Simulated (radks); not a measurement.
Coulomb parameter of the 4f shell of the erbium ion Er+ in the model configuration [Xe] 4f10.5 6s1 6p1.5, as a second difference U = [E(n + 0.5) + E(n - 0.5) - 2 E(n)] / (0.5)^2 with all orbitals relaxed. "Bare": the charge of the atom changes with n. "Screened": the 6p shell takes up the change at fixed total charge, which measures U(4f,4f) + U(6p,6p) - 2 U(4f,6p). Method: Dirac Kohn-Sham, PBEsol, spin-unpolarised, spherical densities, finite nucleus; open shells are shared between the two j in proportion to 2j + 1; Fermi nuclear charge, rms radius 5.2516 fm; computed with a radial shooting solver on a logarithmic mesh with Libxc functionals.

| case | configuration | E - E(n) (eV) |
|---|---|---|
| start | [Xe] 4f10.5 6s1 6p1.5 | 0.000 |
| bare +0.5 | [Xe] 4f11 6s1 6p1.5 | -10.442 |
| bare -0.5 | [Xe] 4f10 6s1 6p1.5 | 14.880 |
| screened +0.5 | [Xe] 4f11 6s1 6p1 | -7.439 |
| screened -0.5 | [Xe] 4f10 6s1 6p2 | 9.911 |

U(bare) = 17.754 eV, U(screened by 6p) = 9.890 eV, against the Slater integral F0(4f,4f) = 33.546 eV with frozen orbitals.
